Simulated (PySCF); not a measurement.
PySCF input file for CH₃Se, SMILES C[Se], multiplicity 2, TDA-PBE/def2-TZVPD. The structure is a stationary point at ωB97X-D3(BJ)/def2-TZVP. The isomer is the one that the SMILES or the coordinates give; other isomers of the formula were not compared.

```python
import numpy as np
from pyscf import gto, scf, dft, tdscf

mol = gto.M(
    atom='''
    C    -1.50240358    0.00682245    0.00000000
    Se    0.42953517    0.00073708   -0.00000000
    H    -1.88689993    0.48720143    0.89801441
    H    -1.88689994    0.48720142   -0.89801442
    H    -1.81597425   -1.04039838    0.00000000
    ''',
    basis='def2-TZVPD',
    charge=0,
    spin=1,
    max_memory=1600,
    verbose=4,
)
mf = dft.UKS(mol, xc='pbe').density_fit(auxbasis='def2-universal-jkfit')
mf.grids.level = 3
mf.conv_tol = 1e-9
mf.max_cycle = 100
mf.kernel()
fine, coarse = mf.grids, dft.Grids(mol).set(level=1).build(with_non0tab=True)
for _ in range(3):  # follow internal instabilities
    mf.grids = coarse
    mo, _, stable, _ = mf.stability(return_status=True, nroots=4)
    mf.grids = fine
    if stable:
        break
    mf.kernel(mf.make_rdm1(mo, mf.mo_occ))
mf.grids = dft.Grids(mol).set(level=1).build(with_non0tab=True)  # coarser grid for the response kernel
td = tdscf.TDA(mf)
td.nstates = 10
td.conv_tol = 1e-4
td.positive_eig_threshold = 1e-6
td.kernel(x0=td.get_init_guess(mf, 15))
td.analyze()
```

Log of the run:

```
PySCF version 2.14.0

[INPUT] verbose = 4
[INPUT] num. atoms = 5
[INPUT] num. electrons = 43
[INPUT] charge = 0
[INPUT] spin (= nelec alpha-beta = 2S) = 1
[INPUT] symmetry False subgroup None
[INPUT] Mole.unit = angstrom
[INPUT] Symbol           X                Y                Z      unit          X                Y                Z       unit  Magmom
[INPUT]  1 C     -1.502403580000   0.006822450000   0.000000000000 AA   -2.839131294766   0.012892561999   0.000000000000 Bohr   0.0
[INPUT]  2 Se     0.429535170000   0.000737080000   0.000000000000 AA    0.811703832168   0.001392879332   0.000000000000 Bohr   0.0
[INPUT]  3 H     -1.886899930000   0.487201430000   0.898014410000 AA   -3.565724092161   0.920677270196   1.697001290813 Bohr   0.0
[INPUT]  4 H     -1.886899940000   0.487201420000  -0.898014420000 AA   -3.565724111058   0.920677251299  -1.697001309710 Bohr   0.0
[INPUT]  5 H     -1.815974250000  -1.040398380000   0.000000000000 AA   -3.431693981762  -1.966067998641   0.000000000000 Bohr   0.0

nuclear repulsion = 86.9897279857892
number of shells = 47
number of NR pGTOs = 197
number of NR cGTOs = 121
basis = def2-TZVPD
ecp = {}


[settings echo left out]
init E= -2440.09438839981
  alpha nocc = 22  HOMO = -0.238773423603615  LUMO = -0.053980439177657
  beta  nocc = 21  HOMO = -0.239844597007537  LUMO = -0.238773423603615

WARN: HOMO -0.238773423603615 >= LUMO -0.238773423603615

cycle= 1 E= -2440.98978440186  delta_E= -0.895  |g|= 0.349  |ddm|= 1.38
  alpha nocc = 22  HOMO = -0.190212567692377  LUMO = -0.00186562742542358

WARN: beta  nocc = 21  HOMO -0.17803205709977 >= LUMO -0.177042634719015


WARN: HOMO -0.17803205709977 >= LUMO -0.177042634719015

cycle= 2 E= -2440.93592216697  delta_E= 0.0539  |g|= 0.458  |ddm|= 0.533
  alpha nocc = 22  HOMO = -0.191320988487323  LUMO = -0.0242112268381582
  beta  nocc = 21  HOMO = -0.179449621994391  LUMO = -0.175149154997519
  HOMO = -0.179449621994  LUMO = -0.175149154998  gap/eV = 0.11702
cycle= 3 E= -2441.01679535598  delta_E= -0.0809  |g|= 0.113  |ddm|= 0.348
  alpha nocc = 22  HOMO = -0.201406297827639  LUMO = -0.0220462510021697
  beta  nocc = 21  HOMO = -0.189829073942271  LUMO = -0.182687385183739
  HOMO = -0.189829073942  LUMO = -0.182687385184  gap/eV = 0.19434
cycle= 4 E= -2441.02457330336  delta_E= -0.00778  |g|= 0.00762  |ddm|= 0.103
  alpha nocc = 22  HOMO = -0.201826232690536  LUMO = -0.0223959426895775
  beta  nocc = 21  HOMO = -0.190458042542188  LUMO = -0.181365762914844
  HOMO = -0.190458042542  LUMO = -0.181365762915  gap/eV = 0.24741
cycle= 5 E= -2441.02460328452  delta_E= -3e-05  |g|= 0.00225  |ddm|= 0.0107
  alpha nocc = 22  HOMO = -0.201116148404132  LUMO = -0.0221588141464792
  beta  nocc = 21  HOMO = -0.189781400231958  LUMO = -0.180616048626353
  HOMO = -0.189781400232  LUMO = -0.180616048626  gap/eV = 0.24940
cycle= 6 E= -2441.02460593466  delta_E= -2.65e-06  |g|= 0.000967  |ddm|= 0.00399
  alpha nocc = 22  HOMO = -0.201356244604398  LUMO = -0.0222474308756517
  beta  nocc = 21  HOMO = -0.190030855328608  LUMO = -0.180827235740253
  HOMO = -0.190030855329  LUMO = -0.18082723574  gap/eV = 0.25044
cycle= 7 E= -2441.02460643386  delta_E= -4.99e-07  |g|= 0.000266  |ddm|= 0.00131
  alpha nocc = 22  HOMO = -0.201307262179355  LUMO = -0.0222352209365546
  beta  nocc = 21  HOMO = -0.189984612115691  LUMO = -0.180767704515688
  HOMO = -0.189984612116  LUMO = -0.180767704516  gap/eV = 0.25080
cycle= 8 E= -2441.02460647995  delta_E= -4.61e-08  |g|= 5.18e-05  |ddm|= 0.000341
  alpha nocc = 22  HOMO = -0.201314099857758  LUMO = -0.0222378021538283
  beta  nocc = 21  HOMO = -0.189991921378715  LUMO = -0.180770086932098
  HOMO = -0.189991921379  LUMO = -0.180770086932  gap/eV = 0.25094
cycle= 9 E= -2441.02460648135  delta_E= -1.4e-09  |g|= 1.36e-05  |ddm|= 7.53e-05
  alpha nocc = 22  HOMO = -0.201312556451416  LUMO = -0.0222366570556396
  beta  nocc = 21  HOMO = -0.18999018023643  LUMO = -0.180767849191008
  HOMO = -0.189990180236  LUMO = -0.180767849191  gap/eV = 0.25095
cycle= 10 E= -2441.02460648147  delta_E= -1.17e-10  |g|= 3.58e-06  |ddm|= 2.59e-05
  alpha nocc = 22  HOMO = -0.201312949766113  LUMO = -0.0222369832456373
  beta  nocc = 21  HOMO = -0.189990390486357  LUMO = -0.18076861074405
  HOMO = -0.189990390486  LUMO = -0.180768610744  gap/eV = 0.25094
Extra cycle  E= -2441.02460648147  delta_E= -5e-12  |g|= 3.32e-06  |ddm|= 9.3e-06
converged SCF energy = -2441.02460648147  <S^2> = 0.75274696  2S+1 = 2.0027451
tot grids = 19928
uhf_internal: lowest eigs of H = [0.00248338 0.25170809 0.29745924 0.35679358]
<class 'pyscf.df.df_jk.DFUKS'> wavefunction is stable in the internal stability analysis
tot grids = 19928
Overwritten attributes  positive_eig_threshold  of <class 'pyscf.tdscf.uks.TDA'>


******** <class 'pyscf.tdscf.uks.TDA'> for <class 'pyscf.df.df_jk.DFUKS'> ********
nstates = 10
deg_eia_thresh = 1.000e-03
wfnsym = None
conv_tol = 0.0001
eigh lindep = 1e-12
eigh level_shift = 0
eigh max_cycle = 100


Excitation energies (eV)
[0.19503392 3.58642028 4.37543143 4.80211848 5.18330052 5.45712961
 5.65686798 5.69959633 5.75550019 5.79614148]

** Excitation energies and oscillator strengths **
Excited State   1:      0.19503 eV   6357.06 nm  f=0.0000
      21b ->   22b     -0.99896
Excited State   2:      3.58642 eV    345.70 nm  f=0.0018
      20b ->   22b     -0.99571
Excited State   3:      4.37543 eV    283.36 nm  f=0.0000
      22a ->   23a      0.56590
      21b ->   23b     -0.81676
Excited State   4:      4.80212 eV    258.19 nm  f=0.0010
      22a ->   23a      0.80815
      21b ->   23b      0.56479
      21b ->   24b      0.11105
Excited State   5:      5.18330 eV    239.20 nm  f=0.0072
      22a ->   24a     -0.45231
      21b ->   24b      0.88413
Excited State   6:      5.45713 eV    227.20 nm  f=0.0631
      22a ->   24a      0.88766
      21b ->   24b      0.44719
Excited State   7:      5.65687 eV    219.17 nm  f=0.0010
      18b ->   22b      0.99795
Excited State   8:      5.69960 eV    217.53 nm  f=0.0002
      21a ->   23a      0.98781
      21b ->   25b      0.11019
Excited State   9:      5.75550 eV    215.42 nm  f=0.0259
      22a ->   26a      0.14354
      19b ->   22b      0.60260
      21b ->   25b     -0.77551
Excited State  10:      5.79614 eV    213.91 nm  f=0.0085
      22a ->   26a     -0.30333
      19b ->   22b      0.76514
      21b ->   25b      0.54086

** Transition electric dipole moments (AU) **
state          X           Y           Z        Dip. S.      Osc.
  1        -0.0000      0.0000     -0.0167      0.0003      0.0000
  2         0.0120     -0.1446      0.0000      0.0210      0.0018
  3         0.0000     -0.0000     -0.0196      0.0004      0.0000
  4        -0.0000      0.0000      0.0917      0.0084      0.0010
  5        -0.0000      0.0000      0.2385      0.0569      0.0072
  6        -0.0000      0.0000      0.6873      0.4723      0.0631
  7        -0.0000     -0.0000     -0.0861      0.0074      0.0010
  8        -0.0328      0.0151      0.0000      0.0013      0.0002
  9         0.4273      0.0286     -0.0000      0.1834      0.0259
 10         0.2378      0.0564     -0.0000      0.0597      0.0085

** Transition velocity dipole moments (imaginary part, AU) **
state          X           Y           Z        Dip. S.      Osc.
  1         0.0000     -0.0000      0.0050      0.0000      0.0024
  2         0.0000      0.0109     -0.0000      0.0001      0.0006
  3         0.0000      0.0000      0.0117      0.0001      0.0006
  4        -0.0000     -0.0000     -0.0370      0.0014      0.0052
  5        -0.0000      0.0000      0.0478      0.0023      0.0080
  6        -0.0000      0.0000      0.1365      0.0186      0.0619
  7        -0.0000      0.0000      0.0028      0.0000      0.0000
  8        -0.0068     -0.0372      0.0000      0.0014      0.0045
  9         0.0541     -0.0108      0.0000      0.0030      0.0096
 10         0.0019     -0.0015      0.0000      0.0000      0.0000

** Transition magnetic dipole moments (imaginary part, AU) **
state          X           Y           Z
  1        -0.9737     -0.0007     -0.0000
  2        -0.0000      0.0000      0.9011
  3        -0.0077     -0.1309      0.0000
  4        -0.0032      0.6566     -0.0000
  5         0.0014      0.0722     -0.0000
  6        -0.0169      0.3445     -0.0000
  7         0.0586     -0.0625      0.0000
  8         0.0000     -0.0000     -0.4530
  9         0.0000     -0.0000     -0.1258
 10         0.0000     -0.0000     -0.0100
```

Self-consistency was reached.
